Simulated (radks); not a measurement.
All-electron atom: the thulium ion Tm6+ in [Kr] 4d10 4f11 5s2 5p4.

Method: scalar-relativistic Kohn-Sham, r2SCAN, spin-polarised, spherical densities, finite nucleus; open shells are filled with parallel spins first (spin-orbit coupling, left out, can overturn this in heavy ions); meta-GGA in the generalised Kohn-Sham scheme; Fermi nuclear charge, rms radius 5.2256 fm; computed with a radial shooting solver on a logarithmic mesh with Libxc functionals.

Energy parts (eV):
part                      energy
total                 -368924.73
kinetic                400966.43
electron-nucleus      -900997.12
Hartree                138794.15
exchange-correlation    -7688.18

Orbitals (lengths in bohr, moments of r in powers of bohr; r(max) is where P^2 peaks; r(90%) holds 90 % of the orbital's charge):
orbital,occ.,eigenvalue (eV),<r^2>,r(max),r(90%)
1s up,1,-59452.03,0.0005487,0.01261,0.0363
1s down,1,-59451.73,0.0005487,0.01261,0.0363
2s up,1,-10131.37,0.008514,0.07186,0.131
2s down,1,-10131.31,0.008514,0.07186,0.131
2p up,3,-8953.293,0.006948,0.05855,0.123
2p down,3,-8953.088,0.006948,0.05855,0.123
3s up,1,-2359.306,0.05569,0.2030,0.324
3s down,1,-2357.301,0.05564,0.2030,0.323
3p up,3,-2000.792,0.05620,0.2000,0.329
3p down,3,-1998.734,0.05613,0.2000,0.329
3d up,5,-1557.474,0.04692,0.1635,0.311
3d down,5,-1555.843,0.04684,0.1634,0.310
4s up,1,-545.4969,0.2787,0.4641,0.713
4s down,1,-541.2718,0.2789,0.4643,0.713
4p up,3,-426.8299,0.3155,0.4851,0.765
4p down,3,-422.6684,0.3155,0.4852,0.765
4d up,5,-268.4539,0.3734,0.5003,0.851
4d down,5,-264.2352,0.3730,0.5004,0.850
5s up,1,-138.4573,1.487,1.060,1.64
5s down,1,-133.1599,1.503,1.062,1.65
5p up,3,-107.2151,1.878,1.179,1.85
5p down,1,-102.5007,1.925,1.186,1.88
4f up,7,-94.1925,0.5953,0.4887,1.15
4f down,4,-89.8055,0.6006,0.4893,1.15
5d up,0,-67.0139,2.930,1.436,2.34
5d down,0,-63.9229,3.113,1.464,2.42
6s up,0,-53.7680,6.351,2.288,3.36
6s down,0,-53.0955,6.536,2.332,3.40

The highest occupied level is 4f down at -89.806 eV. The spin density at the nucleus is -1.05 e/bohr^3 (1s -2.74, 2s 0.53, 3s -12.42, 4s 8.44, 5s 5.14). Summed over all electrons, <r^2> = 24.28 bohr^2, which gives a Langevin (diamagnetic) susceptibility term of -19.2 x 10^-6 cm^3/mol. Spin moment in Bohr magnetons: 5. The density falls to 0.001 e/bohr^3 at r = 2.71 bohr.
